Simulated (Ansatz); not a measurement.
Coupled-cluster run, `[SiH3][SiH]1N=CCO1`.

```yaml
crystal:
  periodic: [false, false, false]
  atoms:
    - {symbol: Si, position_ang: [-2.010216, 0.405380, -1.312942]}
    - {symbol: Si, position_ang: [-0.118136, 0.905037, -0.022987]}
    - {symbol: N, position_ang: [1.370531, 0.274759, -0.725256]}
    - {symbol: C, position_ang: [1.821176, -0.558942, 0.115980]}
    - {symbol: C, position_ang: [1.069561, -0.801040, 1.404391]}
    - {symbol: O, position_ang: [-0.072486, 0.022376, 1.396056]}
    - {symbol: H, position_ang: [-2.055515, -1.053583, -1.598894]}
    - {symbol: H, position_ang: [-3.244664, 0.791550, -0.577222]}
    - {symbol: H, position_ang: [-1.967953, 1.154886, -2.597313]}
    - {symbol: H, position_ang: [-0.012157, 2.366134, 0.241562]}
    - {symbol: H, position_ang: [2.748914, -1.114825, -0.061487]}
    - {symbol: H, position_ang: [1.708492, -0.568244, 2.266965]}
    - {symbol: H, position_ang: [0.782854, -1.858087, 1.486048]}
basis:
  gaussian: {orbitals: def2-TZVPP}
correlation: {method: ccsd_t}
```

```sh
$ ansatz run in.yaml --threads 2 --pin off --events-out ev --progress --plain --max-ram 32768MiB --backend cuda --devices 0, --max-vram 18GiB
```

The program prints (abridged):

```
Functional definition: HF
1808 factors; integrals over basis functions are off by at most 1.1e-3 eV
mean field evaluation 1: about -21413.5700 eV, gradient 4.3e1 eV
mean field evaluation 2: about -21413.9973 eV, gradient 4.4e1 eV
mean field evaluation 4: about -21418.7824 eV, gradient 5.4e0 eV
mean field evaluation 8: about -21418.9039 eV, gradient 4.2e-1 eV
mean field evaluation 16: about -21418.9056 eV, gradient 1.8e-6 eV
mean field -21418.90560535 eV, -787.1302627411 hartree, gradient 1.8e-6 eV, S^2 0.000000; 0 other end points of the search recorded, 0 dependent functions left out
14 core orbitals not correlated: weight in the atoms' cores, before any rotation towards them, 1.000 or more for the frozen orbitals, at most 0.000 for the correlated occupied ones
reference -21418.90560535 eV, -787.1302627411 hartree; 17, 17 occupied and 275, 275 virtual orbitals, 1808 factors
second order -26.90278587 eV of doubles, -0.00000000 eV of singles
cycle   1  -27.35550167 eV  change   -4.5e-1 eV  update   1.2e-1
cycle   2  -28.13381063 eV  change   -7.8e-1 eV  update   3.8e-2
cycle   3  -28.30482202 eV  change   -1.7e-1 eV  update   2.0e-2
cycle   4  -28.28607621 eV  change    1.9e-2 eV  update   5.0e-3
cycle   5  -28.28591235 eV  change    1.6e-4 eV  update   2.3e-3
cycle   6  -28.28683705 eV  change   -9.2e-4 eV  update   6.3e-4
cycle   7  -28.28643095 eV  change    4.1e-4 eV  update   2.7e-4
cycle   8  -28.28635183 eV  change    7.9e-5 eV  update   8.6e-5
cycle   9  -28.28639745 eV  change   -4.6e-5 eV  update   3.5e-5
cycle  10  -28.28639144 eV  change    6.0e-6 eV  update   1.2e-5
perturbative correction -1.22163845 eV, -0.0448943849 hartree
Total energy: -21448.41363524 eV, -788.2146628381 hartree
```

It took 11 s on 2 threads of an AMD EPYC 7R13 on a shared host and a share of an NVIDIA H100 80 GB, with 0.83 GiB of host memory at the peak.

The correlation energy is -29.508 eV, 4.1 % of it from (T); the T1 diagnostic reads 0.0137.
